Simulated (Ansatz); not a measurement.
`CSBCl` + H₂Te → `CSB[TeH]` + HCl at 500 K and 1 bar (ligand exchange at a B–Cl bond).

Isolated molecules relaxed with PBE0-D4/def2-TZVP in Ansatz; ΔE leaves out vibrations. CCSD(T)/CBS is the MP2 limit (def2-TZVPP, def2-QZVPP) plus CCSD(T) − MP2 in def2-TZVPP, frozen cores. This one scheme is used for every species. def2 core potentials past Kr. For Te outer-core shells are correlated without core-valence functions, which leaves a few kJ/mol of doubt a bond. Each species was taken in one conformer, which may not be the lowest.

```json
{"species": "`CSBCl`", "CCSD(T)/CBS energy (Eh)": "-922.86962", "H − E (kJ/mol)": "176.1", "S (J/(mol·K))": "371.6"}
{"species": "H₂Te", "CCSD(T)/CBS energy (Eh)": "-268.91024", "H − E (kJ/mol)": "48.9", "S (J/(mol·K))": "247.6"}
{"species": "`CSB[TeH]`", "CCSD(T)/CBS energy (Eh)": "-731.39177", "H − E (kJ/mol)": "197.0", "S (J/(mol·K))": "412.9"}
{"species": "HCl", "CCSD(T)/CBS energy (Eh)": "-460.38127", "H − E (kJ/mol)": "32.5", "S (J/(mol·K))": "201.9"}
```

H − E and S are ideal-gas, rigid-rotor, harmonic terms from PBE0-D4/def2-TZVP, for one conformer and one mirror image of each species. 1 Eh = 2625.50 kJ/mol, R = 8.31446 J/(mol·K).

Task: By hand: ΔE, ΔH, ΔS and ΔG.

Result: ΔE = (-731.39177) + (-460.38127) − (-922.86962) − (-268.91024) = 0.00682 Eh = 17.9 kJ/mol. Δ(H − E) = 197.0 + 32.5 − 176.1 − 48.9 = 4.5, so ΔH = 22.4 kJ/mol. ΔS = 412.9 + 201.9 − 371.6 − 247.6 = -4.4 J/(mol·K). ΔG = 22.4 − 500 × (-4.4)/1000 = 24.6 kJ/mol.

Task: By hand: the equilibrium constant, and the temperature at which ΔG would vanish if ΔH and ΔS stayed fixed.

Result: log₁₀ K = −ΔG/(RT ln 10) = -2.6. ΔH and −TΔS have one sign here, so there is no such temperature.

The number of gas molecules stays the same, so ΔS is small and ΔH decides. A doubt of 5 kJ/mol in ΔE shifts log₁₀ K by 0.5 here. Other conformers and mirror images would add mixing entropy, several J/(mol·K) or more a flexible species. Modes under 60 cm⁻¹, often nearly free rotors, make the harmonic entropy too high. These are equilibria of isolated gas molecules and say nothing of rates. Largest T1 diagnostic: 0.013 (customary marks: 0.02 for closed shells, 0.045 for open ones).

ΔS is within the doubt of such terms, so its sign, and with it that verdict, could turn.
